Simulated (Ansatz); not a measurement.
Computed with Ansatz on PBE0-D4/def2-TZVP structures; ΔE is electronic, products minus reactants. CBS: MP2 limit from def2 TZ/QZ plus the TZ coupled-cluster correction, frozen cores. DFT in def2-TZVPP. B3LYP here is the variant with VWN-RPA as its local correlation; programs differ in this. Each species was taken in one conformer, which may not be the lowest.

Consider the formal exchange of groups at a C–Si bond: `C[Si](N)(N)[SiH3]` + `COC(F)F` → `CCOC(F)F` + `N[SiH](N)[SiH3]`.

`C[Si](N)(N)[SiH3]`:

Cartesian coordinates in Å:
```
C 1.085 0.414 1.432
Si 0.243 -0.186 -0.128
N 1.261 0.322 -1.421
N 0.065 -1.884 -0.309
Si -1.956 0.661 -0.192
H 1.154 1.506 1.457
H 2.098 0.006 1.504
H 0.528 0.097 2.317
H 0.995 0.134 -2.374
H 1.774 1.186 -1.348
H -0.725 -2.373 0.079
H 0.874 -2.480 -0.389
H -1.974 2.114 0.146
H -2.865 -0.027 0.774
H -2.557 0.510 -1.548
```

`COC(F)F`:

Cartesian coordinates in Å:
```
C -0.279 0.088 -1.158
O 0.682 -0.349 -0.212
C 0.353 -0.075 1.068
F -0.689 -0.847 1.482
F 1.406 -0.384 1.829
H -0.483 1.158 -1.043
H 0.152 -0.091 -2.140
H -1.211 -0.473 -1.060
H 0.069 0.973 1.234
```

`CCOC(F)F`:

Cartesian coordinates in Å:
```
C -0.570 -1.695 -0.212
C 0.306 -0.473 -0.192
O -0.451 0.606 0.352
C 0.174 1.799 0.306
F -0.712 2.735 0.665
F 1.201 1.851 1.198
H -0.897 -1.950 0.797
H -0.017 -2.543 -0.620
H -1.455 -1.528 -0.829
H 0.635 -0.207 -1.205
H 1.198 -0.637 0.422
H 0.588 2.042 -0.682
```

`N[SiH](N)[SiH3]`:

Z-matrix (Å, degrees):
```
Si
N 1 1.715
Si 1 2.353 2 105.3
N 1 1.717 2 107.8 3 124.4
H 1 1.496 2 116.7 3 -120.4
H 2 1.006 1 121.1 3 31.9
H 2 1.008 1 120.6 3 -178.7
H 3 1.490 1 110.5 2 -170.0
H 3 1.492 1 112.4 2 -49.8
H 3 1.491 1 110.9 2 70.5
H 4 1.006 1 120.0 2 149.1
H 4 1.007 1 121.2 2 -62.6
```

```
             level  ΔE (kJ/mol)  difference from CCSD(T)/CBS
            PBE-D4         35.6                          1.5
           ωB97X-V         32.1                         -2.0
           ωB97M-V         35.5                          1.4
            B2PLYP         32.0                         -2.1
            r2SCAN         35.3                          1.2
             B3LYP         29.7                         -4.4
    MP2/def2-TZVPP         36.3                          2.2
SCS-MP2/def2-TZVPP         32.3                         -1.8
   CCSD/def2-TZVPP         32.3                         -1.8
CCSD(T)/def2-TZVPP         33.6                         -0.5
     HF/def2-QZVPP         24.3                         -9.8
    MP2/def2-QZVPP         36.5                          2.4
SCS-MP2/def2-QZVPP         32.6                         -1.5
      HF/CBS(def2)         24.3                         -9.8
     MP2/CBS(def2)         36.8                          2.7
    CCSD/CBS(def2)         32.8                         -1.3
       CCSD(T)/CBS         34.1                            0
```

Largest T1 diagnostic among the species: 0.011.

In def2-TZVPP, CCSD(T) changes the Hartree–Fock value by +9.1 kJ/mol (the triples alone add +1.3 kJ/mol) and MP2 by +11.8 kJ/mol. The D4 term adds +5.5 kJ/mol with B3LYP and +3.1 kJ/mol with PBE0; it sums over pairs of atoms, weighted by their polarisabilities, and B3LYP, whose exchange is more repulsive, gets the larger term.
